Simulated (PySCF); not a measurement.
# Vertical excitation energies

Species: C4H4ClFO3.
Z-matrix (Å and degrees, PBE0-D3(BJ)/def2-SVP geometry), rows numbered from 1:
```
O 
C   1  1.1847
O   2  1.3375  1  122.17
C   3  1.4188  2  123.88  1   176.90
C   4  1.5108  3  110.08  2    29.52
Cl  5  1.7704  4  110.67  3  -175.79
C   5  1.5155  4  106.56  3   -54.09
F   7  1.3581  5  109.45  4   -60.92
O   2  1.3638  1  120.38  3  -177.31
H   4  1.1013  3  109.66  2   -90.81
H   4  1.0973  3  106.91  2   151.10
H   5  1.0997  4  111.26  3    64.16
H   7  1.0997  5  113.45  4   177.67
```

The calculation used TDDFT wB97X-D/def2-SVPD, vertical, gas phase, core orbitals frozen in the response in PySCF 2.14.0, density-fitted response routines.

```csv
state,E (eV),ν̃ (cm⁻¹),f,"main configurations (H = HOMO, L = LUMO)"
S1,6.92,55850,0.0003,H→L+2 (85%)
S2,7.51,60550,0.0003,H-1→L (74%)
S3,7.57,61050,0.0012,H-3→L (76%)
S4,8.52,68680,0.023,H-2→L (68%)
S5,8.62,69500,0.016,H→L (55%)
S6,8.74,70510,0.0005,"H-1→L+2 (57%), H-5→L+2 (20%), H-1→L+1 (9%)"
```

The lowest singlet lies at 6.92 eV (179 nm, vacuum ultraviolet) and is dark (f under 0.0005); its leading configuration is HOMO→LUMO+2 (85%). The most intense listed level is S4 at 8.52 eV (146 nm, f = 0.023), 1.59 eV above S1. Löwdin shares by element: HOMO oxygen 75% or more, carbon 9% or more, chlorine 6%; LUMO chlorine 47%, carbon 25% or more, oxygen 5% or more (atoms not listed hold the other 24%). The oscillator strengths of these states sum to 0.041; summed over the whole spectrum of an exact calculation they would give the number of electrons, 78 (Thomas–Reiche–Kuhn). Orbital energies (eV): HOMO-3 -11.52, HOMO-2 -11.34, HOMO-1 -11.27, HOMO -11.07, LUMO 1.32, LUMO+1 1.89, LUMO+2 2.12. Of the 6 states listed, 2 reach f = 0.01 and 2 stay under 0.0005. Singlets were solved by full linear response.

One conformer stands for the species.
